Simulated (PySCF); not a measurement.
Isomers of C6H7N3Si.

All values: PBE0/pcSseg-1 (PySCF) at GFN2-xTB geometries, gas phase, one conformer each.

Question: Rank by HOMO energy, lowest first.
A. `c1cc2c(cc1)nn([SiH3])n2`
B. `[SiH3]c1cccc2nn[nH]c12`
C. `[SiH3]c1ccc2n[nH]nc2c1`

Answer: B (-7.26 eV), C (-6.92 eV), A (-6.76 eV).

Question: Rank by the lowest IAO charge on any atom, lowest value first.
A. `[SiH3]c1ccc2n[nH]nc2c1`
B. `[SiH3]c1cccc2nn[nH]c12`
C. `[SiH3]n1nc2ccccc2n1`

Answer: B (-0.305 e), A (-0.273 e), C (-0.251 e).

All values together:

```tsv
SMILES	μ (D)	HOMO (eV)	LUMO (eV)	lowest IAO charge (e)	highest IAO charge (e)	lowest Hirshfeld charge (e)	highest Hirshfeld charge (e)
[SiH3]n1nc2ccccc2n1	0.51	-6.76	-1.59	-0.251 (N)	+0.775 (Si)	-0.140 (N)	+0.394 (Si)
[SiH3]c1nnn2ccccc12	4.70	-6.65	-1.55	-0.266 (C)	+0.623 (Si)	-0.127 (N)	+0.314 (Si)
[SiH3]c1ccc2n[nH]nc2c1	0.48	-6.92	-1.72	-0.273 (C)	+0.607 (Si)	-0.145 (N)	+0.314 (Si)
[SiH3]c1cccc2nn[nH]c12	3.78	-7.26	-1.52	-0.305 (C)	+0.594 (Si)	-0.133 (N)	+0.310 (Si)
```
